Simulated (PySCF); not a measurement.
## Bond curve of InO

Set-up: PySCF, scalar-relativistic core potentials, basis sets In def2-TZVPPD with ECP28, O def2-TZVPPD. Energies in eV from In + O in their ground configurations at the same level. State: ²Π (doublet), unpaired electrons π ↑.

All columns are PW91. A positive dipole means In(−)O(+).

```json
{"R (Å)": "1.799", "E (eV)": "-2.904", "μ (D)": "-1.19", "Mulliken charge on In (basis-dependent)": "0.30", "HOMO (eV)": "-5.56", "LUMO (eV)": "-6.46", "Mayer bond order": "0.94", "⟨S²⟩": "0.75"}
{"R (Å)": "1.883", "E (eV)": "-3.425", "μ (D)": "-1.66", "Mulliken charge on In (basis-dependent)": "0.34", "HOMO (eV)": "-5.65", "LUMO (eV)": "-6.11", "Mayer bond order": "0.87", "⟨S²⟩": "0.75"}
{"R (Å)": "1.966", "E (eV)": "-3.716", "μ (D)": "-2.13", "Mulliken charge on In (basis-dependent)": "0.39", "HOMO (eV)": "-5.71", "LUMO (eV)": "-5.77", "Mayer bond order": "0.81", "⟨S²⟩": "0.75"}
{"R (Å)": "2.029", "E (eV)": "-3.828", "μ (D)": "-2.48", "Mulliken charge on In (basis-dependent)": "0.43", "HOMO (eV)": "-5.73", "LUMO (eV)": "-5.54", "Mayer bond order": "0.78", "⟨S²⟩": "0.75"}
{"R (Å)": "2.092", "E (eV)": "-3.873", "μ (D)": "-2.83", "Mulliken charge on In (basis-dependent)": "0.46", "HOMO (eV)": "-5.73", "LUMO (eV)": "-5.32", "Mayer bond order": "0.75", "⟨S²⟩": "0.75"}
{"R (Å)": "2.155", "E (eV)": "-3.868", "μ (D)": "-3.17", "Mulliken charge on In (basis-dependent)": "0.49", "HOMO (eV)": "-5.71", "LUMO (eV)": "-5.11", "Mayer bond order": "0.72", "⟨S²⟩": "0.76"}
{"R (Å)": "2.238", "E (eV)": "-3.805", "μ (D)": "-3.62", "Mulliken charge on In (basis-dependent)": "0.52", "HOMO (eV)": "-5.64", "LUMO (eV)": "-4.86", "Mayer bond order": "0.70", "⟨S²⟩": "0.76"}
{"R (Å)": "2.343", "E (eV)": "-3.665", "μ (D)": "-4.16", "Mulliken charge on In (basis-dependent)": "0.56", "HOMO (eV)": "-5.36", "LUMO (eV)": "-4.58", "Mayer bond order": "0.68", "⟨S²⟩": "0.76"}
{"R (Å)": "2.469", "E (eV)": "-3.445", "μ (D)": "-4.77", "Mulliken charge on In (basis-dependent)": "0.58", "HOMO (eV)": "-5.06", "LUMO (eV)": "-4.29", "Mayer bond order": "0.68", "⟨S²⟩": "0.76"}
{"R (Å)": "2.636", "E (eV)": "-3.117", "μ (D)": "-5.53", "Mulliken charge on In (basis-dependent)": "0.60", "HOMO (eV)": "-4.74", "LUMO (eV)": "-3.97", "Mayer bond order": "0.68", "⟨S²⟩": "0.77"}
```

A fit through these points gives, at Re = 2.115 Å, μ = -2.96 D and dμ/dR = -5.45 D/Å; the reduced mass is 14.04 u.

Task: How strong is the fundamental in the double-harmonic approximation, I = 42.26·(dμ/dR)²/μred km/mol?

Result: I = 42.26·(-5.45)²/14.04 = 89.4 km/mol at PW91.

Spin–orbit coupling is left out, which matters for elements this heavy, above all for dissociation energies. The state is the lowest determinant that a PBE0 search found; another state may lie lower at other levels.

At some distances an empty level lies below a filled one, because the occupation is held.
